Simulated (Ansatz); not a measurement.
`BCl` + `[OH][Al]([Cl])[Cl]` → `B[O][Al]([Cl])[Cl]` + HCl at 700 K and 1 bar (ligand exchange at a B–Cl bond).

Computed with Ansatz on PBE0-D4/def2-TZVP structures; ΔE is electronic, products minus reactants. CCSD(T)/CBS is the MP2 limit (def2-TZVPP, def2-QZVPP) plus CCSD(T) − MP2 in def2-TZVPP, frozen cores. This one scheme is used for every species. Each species was taken in one conformer, which may not be the lowest.

```json
{"species": "`BCl`", "CCSD(T)/CBS energy (Eh)": "-485.78909", "H − E (kJ/mol)": "86.3", "S (J/(mol·K))": "276.7"}
{"species": "`[OH][Al]([Cl])[Cl]`", "CCSD(T)/CBS energy (Eh)": "-1237.55309", "H − E (kJ/mol)": "97.6", "S (J/(mol·K))": "398.3"}
{"species": "`B[O][Al]([Cl])[Cl]`", "CCSD(T)/CBS energy (Eh)": "-1262.97636", "H − E (kJ/mol)": "143.5", "S (J/(mol·K))": "460.3"}
{"species": "HCl", "CCSD(T)/CBS energy (Eh)": "-460.38127", "H − E (kJ/mol)": "38.4", "S (J/(mol·K))": "211.8"}
```

H − E and S are ideal-gas, rigid-rotor, harmonic terms from PBE0-D4/def2-TZVP, for one conformer and one mirror image of each species. 1 Eh = 2625.50 kJ/mol, R = 8.31446 J/(mol·K).

Question: By hand: ΔE, ΔH, ΔS and ΔG.

Answer: ΔE = (-1262.97636) + (-460.38127) − (-485.78909) − (-1237.55309) = -0.01545 Eh = -40.6 kJ/mol. Δ(H − E) = 143.5 + 38.4 − 86.3 − 97.6 = -2.0, so ΔH = -42.6 kJ/mol. ΔS = 460.3 + 211.8 − 276.7 − 398.3 = -2.9 J/(mol·K). ΔG = -42.6 − 700 × (-2.9)/1000 = -40.6 kJ/mol.

Question: By hand: the equilibrium constant, and the temperature at which ΔG would vanish if ΔH and ΔS stayed fixed.

Answer: log₁₀ K = −ΔG/(RT ln 10) = 3.0. ΔG = 0 at ΔH/ΔS = 14690 K, far beyond where these terms or the molecules hold.

The number of gas molecules stays the same, so ΔS is small and ΔH decides. A doubt of 5 kJ/mol in ΔE shifts log₁₀ K by 0.4 here. Other conformers and mirror images would add mixing entropy, several J/(mol·K) or more a flexible species. These are equilibria of isolated gas molecules and say nothing of rates. Largest T1 diagnostic: 0.012 (customary marks: 0.02 for closed shells, 0.045 for open ones).
